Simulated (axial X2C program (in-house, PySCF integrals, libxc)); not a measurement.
## BaB⁺: cheaper levels and CCSD(T), two-component

All values were computed with an in-house relativistic program for diatomic molecules. Two-component (2c) means X2C with spin–orbit coupling and atomic mean-field two-electron Coulomb and Gaunt terms. Basis: Ba dyall-cv3z [14s14p9d5f1g], B dyall-v3z [7s6p2d1f] (cores contracted in-house); Gaussian nuclei, density fitting, unrestricted open shells. Masses: Ba 137.905 u, B 11.009 u.

State: Ω = 2 (⟨Sz⟩ = 1.00, ⟨Lz⟩ = 1.00 at HF); fragments Ba+ + B.

```csv
level,Re (Å),ωe (cm⁻¹),De (eV)
PBE0,2.701,380.4,1.61
HF,2.763,390.9,0.720
MP2,2.702,397.1,1.11
CCSD,2.721,381.9,1.07
PBE50,2.686,399.1,1.55
```

Correlated methods: 12 electrons correlated (number of frozen shells: Ba 4 s, 3 p, 2 d; B 1 s), 276 virtual spin orbitals or spinors in MP2, 90 natural virtuals in coupled cluster.

CCSD(T), same Hamiltonian and basis:

Re = 2.720 Å, ωe = 377.9 cm⁻¹, De = 1.12 eV; T1 = 0.018 (Lee–Taylor normalisation).

Q: Give the differences from CCSD(T) in the columns below.

A: 

| level | ΔRe (Å) | Δωe (cm⁻¹) | ΔDe (eV) |
| --- | --- | --- | --- |
| PBE0 | -0.019 | 2 | 0.49 |
| HF | 0.043 | 13 | -0.40 |
| MP2 | -0.018 | 19 | -0.01 |
| CCSD | 0.001 | 4 | -0.05 |
| PBE50 | -0.034 | 21 | 0.43 |

De is counted from the lowest determinant-based energies of the atoms at the same level, without counterpoise correction. Density functionals use the spin component along the axis (collinear). CCSD and (T) use frozen natural virtuals with an MP2 correction for the truncation; (T) itself is uncorrected, so its De runs slightly low. In 2c an atomic determinant is not the ground J level, so De misses part of the atomic spin–orbit lowering. This holds for PBE0, PBE50. Without a current term, density functionals place determinants with orbital angular momentum somewhat too high. The state is one determinant with fixed occupations, lowest in a PBE0 search at one distance only: followed along the bond, the 2c determinant Ω = 1 reaches 0.10 eV lower at PBE0, at Re = 2.461 Å, so the state shown is not the lowest. With several unpaired electrons one determinant need not be a pure state. A state of lower Ω lies just above, and one determinant can place such states too high, so the state shown need not be the lowest. The search has Ω = 1 only 0.08 eV up. Open-shell Ω = 0 determinants with evenly filled partner blocks cannot be reached by this program, so the Ω shown need not be the lowest component. Some points did not converge and are left out. The stretched end of a curve changes character and is left out.
